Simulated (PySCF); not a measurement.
AlH3S2, SMILES [SH][AlH][SH]. Geometry optimised at B3LYP-D3(BJ)/def2-TZVP. The values are those of a single conformer.

Computed equilibrium geometry at B3LYP-D3(BJ)/def2-TZVP (PySCF confirms it by a frequency run) as bond lengths and angles, and its point group (one conformer of several):
point group C2v.
Atoms: Al1 H2 S3 H4 S5 H6. Bonds (Å): Al1–H2 1.569, Al1–S3 2.186, Al1–S5 2.186, S3–H4 1.345, S5–H6 1.345. Angles (°): H2–Al1–S3 122.2, H2–Al1–S5 122.2, S3–Al1–S5 115.6, Al1–S3–H4 93.1, Al1–S5–H6 93.1.
